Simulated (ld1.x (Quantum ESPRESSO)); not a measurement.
**Before and after: TM potential for hydrogen**

H, norm-conserving Troullier–Martins (Kleinman–Bylander form), made with ld1.x (Quantum ESPRESSO) 7.5 (PBEsol, scalar-relativistic). Core none, reference 1s0.5 (charge +0.5). Waves: 1s (bound): rc 0.75 bohr. Local part: the s channel. Core correction: none.

Change: wave 1s (bound): rc 0.75 bohr becomes 1s (bound): rc 0.90 bohr.

Cutoffs: the cutoffs (Ry, on a coarse ladder) from which the occupation-weighted sum of valence levels, in a spherical-Bessel basis at the reference potential, stays within 10 and 1 mRy of its value at 400 Ry; they do not see the model core or the augmentation charge, which bear on the density cutoff. Errors are all-electron minus pseudo energies relative to the spin-unpolarised reference configuration.

What does the change do?

The potential gets softer (25 Ry and 60 Ry → 21 Ry and 50 Ry); neither file shows a bound ghost. A larger radius leaves more room for a smooth pseudo-wave, so fewer plane waves are needed.

```csv
quantity,base,changed
"cutoff, loose",25 Ry,21 Ry
"cutoff, tight",60 Ry,50 Ry
bound ghosts,none,none
"error for 1s1, meV [ΔE -4.66 eV]",-0.8,-0.7
```
